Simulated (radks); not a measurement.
Coulomb parameter of the 4d shell of the ruthenium ion Ru+ in the model configuration [Kr] 4d6 5s1, as a second difference U = [E(n + 0.5) + E(n - 0.5) - 2 E(n)] / (0.5)^2 with all orbitals relaxed. "Bare": the charge of the atom changes with n. "Screened": the 5s shell takes up the change at fixed total charge, which measures U(4d,4d) + U(5s,5s) - 2 U(4d,5s). Calculated with a radial shooting solver on a logarithmic mesh with Libxc functionals: scalar-relativistic Kohn-Sham, r2SCAN, spin-unpolarised, spherical densities, finite nucleus; meta-GGA in the generalised Kohn-Sham scheme; Fermi nuclear charge, rms radius 4.4809 fm.

| case | configuration | E - E(n) (eV) |
|---|---|---|
| start | [Kr] 4d6 5s1 | 0.000 |
| bare +0.5 | [Kr] 4d6.5 5s1 | -6.389 |
| bare -0.5 | [Kr] 4d5.5 5s1 | 9.210 |
| screened +0.5 | [Kr] 4d6.5 5s0.5 | -1.777 |
| screened -0.5 | [Kr] 4d5.5 5s1.5 | 2.127 |

U(bare) = 11.283 eV, U(screened by 5s) = 1.399 eV, against the Slater integral F0(4d,4d) = 15.875 eV with frozen orbitals.
